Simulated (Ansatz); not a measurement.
```yaml
crystal:
  periodic: [false, false, false]
  atoms:
    - {symbol: O, position_ang: [-1.110295, -1.979368, 0.119265]}
    - {symbol: C, position_ang: [-0.528431, -0.938820, 0.044467]}
    - {symbol: N, position_ang: [0.528862, -0.345489, 0.652053]}
    - {symbol: Si, position_ang: [-0.071785, 0.781136, -0.531912]}
    - {symbol: H, position_ang: [1.136140, -0.681917, 1.389100]}
    - {symbol: H, position_ang: [-0.695742, 2.027291, -0.023465]}
    - {symbol: H, position_ang: [0.802551, 1.069266, -1.695208]}
basis:
  gaussian: {orbitals: aug-cc-pVDZ}
total_charge: 4
magnetization: {spin_polarized: true, initial_magnetization: 0}
hamiltonian: {xc: {name: PBEsol}, dispersion: d3bj}
output: {forces: true}
```

```sh
$ ansatz run in.yaml --threads 2 --pin off --events-out ev --progress --plain --max-ram 4352MiB
```

Output, abridged:

```
Functional definition: PBEsol
1144 factors; their error is unknown
mean field evaluation 1: about -12267.7227 eV, gradient 1.2e2 eV
mean field evaluation 2: about -11243.8839 eV, gradient 3.0e2 eV
mean field evaluation 4: about -12358.7673 eV, gradient 6.4e1 eV
mean field evaluation 8: about -12374.8933 eV, gradient 1.7e1 eV
mean field evaluation 16: about -12377.1606 eV, gradient 2.0e-1 eV
mean field evaluation 32: about -12377.1754 eV, gradient 2.8e-1 eV
mean field -12377.17667712 eV, -454.8528533326 hartree, gradient 3.4e-5 eV, S^2 0.461582; 7 other end points of the search recorded, 0 dependent functions left out
reference -12377.17672980 eV, -454.8528552683 hartree; 17, 17 occupied and 106, 106 virtual orbitals, 1144 factors
Total energy: -12377.22441123 eV, -454.8546075286 hartree
Atom 0 at    -1.110295    -1.979368     0.119265 Å, force    -0.911389     0.352639    -1.018907 eV/Å
Atom 1 at    -0.528431    -0.938820     0.044467 Å, force    -1.610667    -8.654945     3.516274 eV/Å
Atom 2 at     0.528862    -0.345489     0.652053 Å, force    -1.739281     3.068983    -3.317509 eV/Å
Atom 3 at    -0.071785     0.781136    -0.531912 Å, force     1.293055     2.309409    -0.164481 eV/Å
Atom 4 at     1.136140    -0.681917     1.389100 Å, force     2.633519    -1.981961     3.496021 eV/Å
Atom 5 at    -0.695742     2.027291    -0.023465 Å, force    -2.255040     4.001852     1.447152 eV/Å
Atom 6 at     0.802551     1.069266    -1.695208 Å, force     2.589803     0.904023    -3.958550 eV/Å
Dipole moment:     0.489694     1.336454    -0.326992 e Å
```

Task: Something in this input is off. What?

Result: The charge is far from anything that the molecule holds. The run converged. The result belongs to that input, not to the molecule as meant.
